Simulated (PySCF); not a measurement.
# Correlation energy of Zn⁺ (zinc, charge +1)

[Ar] 3d10 4p1, 2P determinant (an excited configuration). All numbers are calculated (PySCF 2.14, the spin-free X2C one-electron Hamiltonian (Gaussian nucleus), in x2c-TZVPPall with one added diffuse shell each of s, p, d, f type (7s6p5d3f1g, 80 functions)). Frozen: [Ne]; 19 electrons correlated.

| level | correlation energy (mhartree) |
| --- | --- |
| CCSD | -702.61 |
| (T) | -14.47 |
| CCSD(T) | -717.08 |

Diagnostics: T1 = 0.012, D1 = 0.0422, largest double amplitude 0.020.

Problem. Is a single reference adequate?

Solution. Yes: T1 lies below 0.03 and no double amplitude reaches 0.07.

This basis was not built for core-valence correlation, so the inner-shell part is incomplete.
